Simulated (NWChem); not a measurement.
Molecule: SiH$_{2}$F$_{2}$; SMILES F[SiH2]F

```xyz
5

Si     0.0000     0.0000     0.4328
F      1.3151     0.0000    -0.5245
F     -1.3151     0.0000    -0.5245
H      0.0000     1.2578     1.2382
H      0.0000    -1.2578     1.2382
```
Atoms are numbered in this order, from 1.

Level: PBE-D3(BJ)/def2-SVP (NWChem), optimised geometry, unscaled harmonic frequencies. 

Q: List the harmonic frequencies with IR intensities, and the thermochemistry.

A: 
```csv
frequency (cm⁻¹),IR intensity (km/mol)
301,16.2
684,119.5
700,0.0
836,38.9
867,1.4
939,137.8
983,268.2
2218,50.0
2234,156.3
```

The zero-point energy comes out as 13.9 kcal/mol and the thermal correction to the enthalpy at 298.15 K (with zero-point energy) is 16.9 kcal/mol. The heat capacity Cv is 11.3 cal/(mol K). The entropy at 298.15 K and 1 atm (symmetry number 2) comes out as 63.0 cal/(mol K) and the dipole moment is 1.46 D.

Rigid rotor and harmonic oscillator.
